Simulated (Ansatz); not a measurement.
CH₅NO₂SSi (`N[Si]1(O)OCS1`). Total charge 0; spin multiplicity 1.

Z-matrix (Å, degrees):
```
Si
O 1 1.630
O 1 1.657 2 107.5
S 1 2.119 2 121.4 3 -95.2
N 1 1.691 2 107.2 3 132.0
C 1 2.345 2 121.3 3 -37.5
H 2 0.958 1 117.1 3 -172.8
H 5 1.006 1 120.8 2 171.0
H 5 1.007 1 122.1 2 -34.7
H 6 1.091 1 126.2 2 160.3
H 6 1.091 1 122.5 2 -10.5
```

Problem. List the harmonic frequencies (cm⁻¹, unscaled) at PBE0-D4/def2-TZVP in Ansatz. (Estimate.)

Solution. Ansatz gave: 132, 156, 257, 283, 304, 323, 373, 415, 454, 542, 706, 794, 818, 832, 948, 950, 981, 1057, 1192, 1305, 1510, 1575, 3070, 3132, 3612, 3712, 3925.

Problem. Is this a minimum?

Solution. Yes, all 27 modes are real.

Problem. Give the ideal-gas thermochemistry at 298.15 K and 1 bar (rigid rotor, harmonic oscillator; point group C1, symmetry number 1).

Solution. Zero-point energy 199.5 kJ/mol; H(298) − E = 221.7 kJ/mol; entropy 351.6 J/(mol·K), of which translation 168.9, rotation 115.2, vibration 67.4; G(298) − E = 116.8 kJ/mol.

Problem. And at 400, 500, 600, 800 and 1000 K?

Solution. 
| T (K) | H − E (kJ/mol) | S (J/mol/K) | G − E (kJ/mol) |
| --- | --- | --- | --- |
| 400 | 235.1 | 390.3 | 79.0 |
| 500 | 250.4 | 424.2 | 38.3 |
| 600 | 267.1 | 454.6 | -5.7 |
| 800 | 303.6 | 507.0 | -102.0 |
| 1000 | 343.2 | 551.2 | -208.0 |
